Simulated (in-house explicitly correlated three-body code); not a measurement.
Computed with an exponentially correlated three-body code. Model: two electrons around a point charge, non-relativistic, variational in 260 exponentially correlated functions (energies converged to about 1e-7 hartree, or 1e-8 relative for large Z).

For two electrons in a singlet the Kohn-Sham orbital is the square root of half the density, so the exact Kohn-Sham potential and energy parts follow from the density alone, and exchange is minus half the Hartree energy. The Kohn-Sham level equals minus the binding energy of the second electron.

Command:
```bash
python run_hyl.py task.json out
```
Settings (lengths in bohr, energies in hartree):
```
Z                      3.8
interaction_strength   1
functions              260
states_tried           13
```

Cost of the run: 40 s on 1 thread of AMD EPYC 7R13 Processor (Zen 3), on a shared host.

**Those bound S and P states to n = 4 that converged, binding against the one-electron ion.**

Given: nuclear charge 3.8.

Computed: one-electron threshold -7.22 hartree.

```
term  energy (hartree)  binding (eV)  quantum defect
1 1S       -12.2204611        136.07          0.1146
2 3S       -8.35984652        31.017         0.14553
2 1S       -8.25611114        28.194        0.054909
2 3P       -8.24542244        27.903        0.044798
2 1P       -8.18738226        26.324       -0.013001
3 3S       -7.69909023        13.037         0.13955
3 1S        -7.6717113        12.292        0.054137
3 3P                 ?             ?               ?
3 1P       -7.65194282        11.754        -0.01252
4 3S                 ?             ?               ?
4 1S       -7.47175051        6.8505        0.053993
4 3P       -7.47057455        6.8185        0.044744
4 1P       -7.46350682        6.6262       -0.012245
```

(1) What belongs in the row 3 3P?

(2) What belongs in the row 4 3S?

**Exact Kohn-Sham parts of the ground state from its density.**

Computed: total energy -12.2204611 hartree; Hartree energy 4.3031 hartree; exchange energy -2.1515 hartree; DFT correlation energy -0.044152 hartree; kinetic part of the DFT correlation energy 0.041219 hartree; exact minus restricted Hartree-Fock -0.044144 hartree; Kohn-Sham level -136.07 eV; restricted Hartree-Fock level -136.39 eV; dipole polarisability 0.065685 bohr³; C6 of two such species 0.015765 hartree·bohr⁶.

(3) What is the potential part of the DFT correlation energy?

(4) What is the Kohn-Sham kinetic?

**Functionals on the exact density and self-consistent, errors are functional minus exact, hybrids only self-consistent, a dash where a self-consistent run leaves the top level unbound.**

| result | exchange error (millihartree) | correlation error (millihartree) | functional driven error (millihartree) | density driven error (millihartree) | self consistent total error (millihartree) | top level plus exact binding (eV) |
| --- | --- | --- | --- | --- | --- | --- |
| TPSS | -4.0093 | -2.6015 | -6.6108 | -0.31565 | -6.9265 | 18.882 |
| PBE0 | - | - | - | - | 24.99 | 14.996 |
| wB97X | - | - | - | - | -19.082 | 13.092 |
| PBE | 36.292 | -1.6709 | 34.621 | -1.2109 | 33.41 | 20.356 |
| LDA VWN5 | 302.24 | -104.21 | 198.04 | -2.2264 | 195.81 | 21.687 |
| LDA PW92 | 302.24 | -103.43 | 198.81 | -2.2338 | 196.58 | 21.698 |
| PW91 | 29.785 | -8.8306 | 20.954 | -1.2484 | 19.706 | 20.109 |
| PBEsol | ? | ? | ? | ? | ? | ? |
| RPBE | -0.22754 | -1.6709 | -1.8984 | -1.2927 | -3.1911 | 20.147 |
| BP86 | 10.677 | -3.7043 | 6.973 | -0.76005 | 6.2129 | 20.15 |
| M06-L | -24.308 | -4.1303 | -28.438 | -2.2867 | -30.725 | 18.027 |
| AM05 | 233.02 | -84.505 | 148.52 | -1.4976 | 147.02 | 21.578 |
| B3LYP VWN-RPA | - | - | - | - | -0.29182 | 15.627 |
| HSE06 | - | - | - | - | 22.34 | 15.394 |
| SCAN | ? | ? | ? | ? | ? | ? |
| revTPSS | -3.4755 | -5.1577 | -8.6332 | -0.20035 | -8.8336 | 18.553 |
| BLYP | 10.677 | -4.6931 | 5.9841 | -1.5034 | 4.4808 | 19.955 |
| OLYP | 7.1587 | -4.6931 | 2.4655 | -1.459 | 1.0065 | 20.036 |
| r2SCAN | -4.4107 | 2.7759 | -1.6349 | -0.30323 | -1.9381 | 18.245 |
| r2SCAN0 | - | - | - | - | -0.67679 | 13.462 |

(5) What belongs in the row PBEsol?

(6) What belongs in the row SCAN?

**Density and exact potentials over r, pair density (one pair, times 4 pi r12^2) and exact minus Kohn-Sham pair density over r12.**

```json
{"radius (bohr)": "0.0552", "radial density (electrons/bohr)": "0.73755", "exchange potential (hartree)": "-3.4118", "intracule density (1/bohr)": "0.049815", "Coulomb hole against Kohn-Sham (1/bohr)": "-0.01302", "correlation potential (hartree)": "-0.04"}
{"radius (bohr)": "0.0642", "radial density (electrons/bohr)": "0.93258", "exchange potential (hartree)": "-3.3883", "intracule density (1/bohr)": "0.067296", "Coulomb hole against Kohn-Sham (1/bohr)": "-0.01694", "correlation potential (hartree)": "-0.036"}
{"radius (bohr)": "0.0747", "radial density (electrons/bohr)": "1.1672", "exchange potential (hartree)": "-3.358", "intracule density (1/bohr)": "0.090809", "Coulomb hole against Kohn-Sham (1/bohr)": "-0.02188", "correlation potential (hartree)": "-0.032"}
{"radius (bohr)": "0.0868", "radial density (electrons/bohr)": "?", "exchange potential (hartree)": "?", "intracule density (1/bohr)": "?", "Coulomb hole against Kohn-Sham (1/bohr)": "?", "correlation potential (hartree)": "?"}
{"radius (bohr)": "0.101", "radial density (electrons/bohr)": "1.7545", "exchange potential (hartree)": "-3.2714", "intracule density (1/bohr)": "0.16335", "Coulomb hole against Kohn-Sham (1/bohr)": "-0.03519", "correlation potential (hartree)": "-0.021"}
{"radius (bohr)": "0.117", "radial density (electrons/bohr)": "2.0914", "exchange potential (hartree)": "-3.213", "intracule density (1/bohr)": "0.21594", "Coulomb hole against Kohn-Sham (1/bohr)": "-0.04339", "correlation potential (hartree)": "-0.015"}
{"radius (bohr)": "0.136", "radial density (electrons/bohr)": "2.4566", "exchange potential (hartree)": "-3.1396", "intracule density (1/bohr)": "0.28528", "Coulomb hole against Kohn-Sham (1/bohr)": "-0.05268", "correlation potential (hartree)": "-0.008"}
{"radius (bohr)": "0.159", "radial density (electrons/bohr)": "2.8368", "exchange potential (hartree)": "-3.0469", "intracule density (1/bohr)": "0.37707", "Coulomb hole against Kohn-Sham (1/bohr)": "-0.06269", "correlation potential (hartree)": "0"}
{"radius (bohr)": "0.184", "radial density (electrons/bohr)": "3.1663", "exchange potential (hartree)": "-2.9434", "intracule density (1/bohr)": "0.48341", "Coulomb hole against Kohn-Sham (1/bohr)": "-0.07139", "correlation potential (hartree)": "0.007"}
{"radius (bohr)": "0.214", "radial density (electrons/bohr)": "3.4469", "exchange potential (hartree)": "-2.8181", "intracule density (1/bohr)": "0.61506", "Coulomb hole against Kohn-Sham (1/bohr)": "-0.07823", "correlation potential (hartree)": "0.014"}
{"radius (bohr)": "0.249", "radial density (electrons/bohr)": "3.6292", "exchange potential (hartree)": "-2.6735", "intracule density (1/bohr)": "0.76687", "Coulomb hole against Kohn-Sham (1/bohr)": "-0.08091", "correlation potential (hartree)": "0.019"}
{"radius (bohr)": "0.29", "radial density (electrons/bohr)": "3.6759", "exchange potential (hartree)": "-2.5096", "intracule density (1/bohr)": "0.93219", "Coulomb hole against Kohn-Sham (1/bohr)": "-0.07721", "correlation potential (hartree)": "0.022"}
{"radius (bohr)": "0.337", "radial density (electrons/bohr)": "3.5625", "exchange potential (hartree)": "-2.3321", "intracule density (1/bohr)": "1.0936", "Coulomb hole against Kohn-Sham (1/bohr)": "-0.0656", "correlation potential (hartree)": "0.024"}
{"radius (bohr)": "0.392", "radial density (electrons/bohr)": "3.2817", "exchange potential (hartree)": "-2.141", "intracule density (1/bohr)": "1.2332", "Coulomb hole against Kohn-Sham (1/bohr)": "-0.04564", "correlation potential (hartree)": "0.023"}
{"radius (bohr)": "0.455", "radial density (electrons/bohr)": "2.8587", "exchange potential (hartree)": "-1.9449", "intracule density (1/bohr)": "1.3224", "Coulomb hole against Kohn-Sham (1/bohr)": "-0.0198", "correlation potential (hartree)": "0.02"}
{"radius (bohr)": "0.53", "radial density (electrons/bohr)": "2.3201", "exchange potential (hartree)": "-1.7419", "intracule density (1/bohr)": "1.3371", "Coulomb hole against Kohn-Sham (1/bohr)": "0.008305", "correlation potential (hartree)": "0.016"}
{"radius (bohr)": "0.616", "radial density (electrons/bohr)": "1.7485", "exchange potential (hartree)": "-1.5456", "intracule density (1/bohr)": "1.2575", "Coulomb hole against Kohn-Sham (1/bohr)": "0.03124", "correlation potential (hartree)": "0.011"}
{"radius (bohr)": "0.716", "radial density (electrons/bohr)": "1.206", "exchange potential (hartree)": "-1.3583", "intracule density (1/bohr)": "1.0857", "Coulomb hole against Kohn-Sham (1/bohr)": "0.04367", "correlation potential (hartree)": "0.008"}
{"radius (bohr)": "0.832", "radial density (electrons/bohr)": "?", "exchange potential (hartree)": "?", "intracule density (1/bohr)": "?", "Coulomb hole against Kohn-Sham (1/bohr)": "?", "correlation potential (hartree)": "?"}
{"radius (bohr)": "0.968", "radial density (electrons/bohr)": "0.41367", "exchange potential (hartree)": "-1.0263", "intracule density (1/bohr)": "0.58407", "Coulomb hole against Kohn-Sham (1/bohr)": "0.03298", "correlation potential (hartree)": "0.003"}
{"radius (bohr)": "1.12", "radial density (electrons/bohr)": "0.20391", "exchange potential (hartree)": "-0.89042", "intracule density (1/bohr)": "0.3565", "Coulomb hole against Kohn-Sham (1/bohr)": "0.01946", "correlation potential (hartree)": "0.002"}
{"radius (bohr)": "1.31", "radial density (electrons/bohr)": "0.080589", "exchange potential (hartree)": "-0.76267", "intracule density (1/bohr)": "0.17621", "Coulomb hole against Kohn-Sham (1/bohr)": "0.007594", "correlation potential (hartree)": "0.001"}
```

(7) What belongs in the row 0.0868?

(8) What belongs in the row 0.832?

## Answers

(1) energy (hartree): -7.66886355; binding (eV): 12.214; quantum defect: 0.044807.

(2) energy (hartree): -7.48278488; binding (eV): 7.1507; quantum defect: 0.13773.

(3) -0.085371 hartree.

(4) 12.179 hartree.

(5) exchange error (millihartree): 129.69; correlation error (millihartree): -14.149; functional driven error (millihartree): 115.54; density driven error (millihartree): -1.2463; self consistent total error (millihartree): 114.3; top level plus exact binding (eV): 21.182.

(6) exchange error (millihartree): -4.4107; correlation error (millihartree): 2.7759; functional driven error (millihartree): -1.6349; density driven error (millihartree): -0.30323; self consistent total error (millihartree): -1.9381; top level plus exact binding (eV): 18.245.

(7) radial density (electrons/bohr): 1.4401; exchange potential (hartree): -3.3199; intracule density (1/bohr): 0.12187; Coulomb hole against Kohn-Sham (1/bohr): -0.0279; correlation potential (hartree): -0.027.

(8) radial density (electrons/bohr): 0.75149; exchange potential (hartree): -1.1848; intracule density (1/bohr): 0.84702; Coulomb hole against Kohn-Sham (1/bohr): 0.04336; correlation potential (hartree): 0.005.

The density-driven part is never positive, since each functional's own density lowers its energy. Here it is small beside the functional-driven part (median ratio 0.06), the normal case. The correlation energy of density-functional theory lies 0.0083 millihartree below exact minus Hartree-Fock, because the Hartree-Fock density, unlike the exact one, minimises the Hartree-Fock energy.
